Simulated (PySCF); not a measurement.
**Gas-phase XPS of `CC#CCB(F)F`, computed**

Species: C4H5BF2.
Geometry (PBE0-D3(BJ)/def2-SVP, Å), atoms numbered from 1 in this order:
```
atom  x, y, z in Å
C1     2.487    0.796    0.151
C2     1.189    0.140    0.173
C3     0.105   -0.399    0.190
C4    -1.216   -1.004    0.207
B5    -2.413    0.002    0.059
F6    -3.652   -0.453    0.068
F7    -2.257    1.299   -0.082
H8     2.913    0.867    1.164
H9     2.407    1.818   -0.250
H10    3.204    0.244   -0.476
H11   -1.326   -1.753   -0.599
H12   -1.385   -1.576    1.139
```

Method: delta-SCF UKS SCAN, pcX-2 on the ionised atom, pcseg-1 elsewhere, spin-free X2C in PySCF 2.14.0. These are vertical core ionisation energies against the vacuum level, from separate self-consistent calculations with and without the core hole.

Q: What binding energy does each computed site have?

A: 
```csv
atom(s),bonded to,level,binding energy (eV),above the level's lowest (eV),count
F6/F7,B,F 1s,693.63,0.00,2
C1,C and 3 H,C 1s,291.56,+1.40,1
C4,"C, 2 H and B",C 1s,291.55,+1.39,1
C3,C (triple bond) and C,C 1s,290.17,+0.01,1
C2,C (triple bond) and C,C 1s,290.16,0.00,1
```

Lowest listed C 1s: C2, bonded to C (triple bond) and C. Highest, 1.40 eV above it: C1, bonded to C and 3 H. The widest gap between neighbouring values is 1.38 eV, between 290.17 and 291.55 eV. Summing the Pauling electronegativity differences to the bonded atoms, each weighted by its formal bond order, gives 0.00 for the lowest site and -1.05 for the highest; the largest sum, 0.00, belongs to C3, 1.39 eV below the top. The smallest sum, -1.21, belongs to C4, 1.39 eV above the lowest. The values 290.16 and 290.17 eV; the values 291.55 and 291.56 eV lie too close for their order to be trusted.

Q: Which effective nuclear charge Zeff reproduces each element's mean 1s value in the hydrogen-like formula E = 13.606 eV × Zeff²?

A: C (Z = 6): mean 290.9 eV, Zeff = 4.62, Z − Zeff = 1.38; F (Z = 9): mean 693.6 eV, Zeff = 7.14, Z − Zeff = 1.86. Means run over the listed sites, weighted by atom count.

Q: Which photon energy gives electrons from C 1s of C3 a kinetic energy of 50 eV, and what is their de Broglie wavelength?

A: hν = 290.17 + 50 = 340.17 eV, recoil neglected; λ = 12.264 Å/√(E/eV) = 1.73 Å.

Topologically equivalent atoms share the value of their first member; where this conformer doesn't relate them by symmetry, their own values could differ. Not every level is listed. No level of boron is listed. One conformer (not necessarily the lowest) at the PBE0-D3(BJ)/def2-SVP geometry, without solvent, vibrations or thermal averaging.

Hardware: Arm Neoverse V2, one thread, no GPU, shared host with 96 logical CPUs at a one-minute load of 78. Cost: 41 s, 0.55 GiB resident at most.
